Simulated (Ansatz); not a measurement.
A run of Ansatz (development build ahead of 0.2.0) on triplet Zr at this shape:

A single Zr atom.

Its results:

| Item | Value |
| --- | --- |
| Converged | yes |
| Total energy | -46.43833 hartree |
| Spin squared of the determinant | 2.000 |

Which input gives this output? Name the method, the orbitals and the basis set, and write the input.

ROHF in def2-TZVP. The basis set brings a core potential for Zr, so the total leaves out those core electrons.

```yaml
crystal:
  periodic: [false, false, false]
  atoms:
    - { symbol: Zr, position_ang: [0.0, 0.0, 0.0] }
basis:
  gaussian: { orbitals: def2-TZVP }
magnetization:
  initial_magnetization: 2
hamiltonian:
  xc: hf
```

Caution: no unrestricted run beside it, a lower state can exist.
